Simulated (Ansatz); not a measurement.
Species: sum formula H4BSiO3, net charge 0, doublet state. It need not be the lowest isomer of its formula. 
Structure (B3LYP-D3(BJ)/def2-TZVP (Ansatz, a quantum-chemistry and plane-wave program) minimum search):
```xyz
9

O     -1.6577    -1.4890     0.4764
B     -0.8922    -0.4587    -0.0039
O     -1.4567     0.4190    -0.8933
O      0.3895    -0.3340     0.4074
Si     1.6200     0.7287     0.0861
H     -2.3752     0.2443    -1.1231
H      1.9517     0.7003    -1.3547
H      1.2256     2.0971     0.4846
H      2.7782     0.2809     0.8834
```
Charge 0, spin multiplicity 2.

Quantity: atomisation energy (electronic, to ground-state atoms), in kcal/mol. Valence correlation only, unless marked. Open shells are spin-unrestricted. No spin-orbit coupling. No relativistic terms. The coupled-cluster limit lacks core correlation, which all-electron functionals hold. CBS marks a two-point X^-3 extrapolation of the correlation energy; Hartree-Fock from the larger set.

```
level                       program  atomisation energy (kcal/mol)
-------------------  --------------  -----------------------------
HF/STO-3G                    Ansatz                          686.5
PBE/def2-TZVPD               Ansatz                          846.9
r2SCAN/def2-TZVPD            Ansatz                          844.4
B3LYP-D4/def2-TZVPD  Ansatz + dftd4                          838.3
wB97X-V/def2-TZVPD           Ansatz                          840.7
```

**Question.** Predict the CCSD(T)/CBS(cc-pV(T+d)Z,cc-pV(Q+d)Z) result (Ansatz).

**Answer.** 839.9 kcal/mol
